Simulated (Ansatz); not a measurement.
A nudged elastic band was laid between two geometries of F₂GeH₂S (6 atoms, charge 0, multiplicity 1).

Level of theory: RHF/def2-SVP in Ansatz.

| Quantity | Value |
| --- | --- |
| movable images | 7 |
| climbing image | yes |
| spring | 5.0 eV/Å² |
| optimiser | quadratic models (default) |
| start path | through a guess of the saddle point |
| force threshold | 0.05 eV/Å |
| iteration limit | 60 |
| end points | relaxed |

Image 0:

```xyz
6
Properties=species:S:1:pos:R:3
F 1.718 -0.055 -0.562
Ge 0.175 -0.519 0.011
F -0.667 -0.870 -1.435
S -0.779 1.149 1.058
H 0.294 -1.768 0.854
H -0.699 1.998 0.028
```

Image 8:

```xyz
6
Properties=species:S:1:pos:R:3
F 1.670 -0.042 -0.731
Ge 0.112 -0.463 -0.167
F -0.626 -1.289 -1.465
S -1.092 1.339 0.166
H 0.295 -1.412 0.998
H -0.317 1.803 1.153
```

**Question.** Which bonds break or form, and what moves?

**Answer.** No bond is made or broken. The dihedral F3–Ge2–S4–H6 goes from -56 to -178°.

**Question.** What energy profile does the band end with?

**Answer.** The run converged. The highest image is number 6 of 0 to 8, 1.1 kcal/mol above the first end and 0.1 kcal/mol above the last; the last end lies 1.0 kcal/mol above the first. The top lies less than 8 meV above the higher end, about what the thresholds resolve: that end is a shoulder or a very shallow well. A vibrational analysis at the climbing image gives one clearly imaginary mode, 104i cm⁻¹: a first-order saddle point.

```tsv
image	path coordinate (Å)	energy (kcal/mol)	dihedral F3–Ge2–S4–H6 (°)
0	0.00	0.0	-56
1	0.25	0.1	-70
2	0.50	0.2	-85
3	0.75	0.5	-100
4	1.00	0.8	-116
5	1.25	1.0	-132
6	1.50	1.1	-147
7	1.76	1.0	-163
8	2.03	1.0	-178
```

**Question.** What is the geometry of the highest image?

**Answer.** 
```xyz
6
Properties=species:S:1:pos:R:3
F 1.586 0.088 -0.661
Ge 0.077 -0.503 -0.114
F -0.642 -1.276 -1.456
S -1.178 1.219 0.416
H 0.343 -1.551 0.944
H -0.143 1.960 0.825
```

Time of the run: 80 s on 1 thread of Arm Neoverse V2 (shared host), peak memory 0.18 GiB.
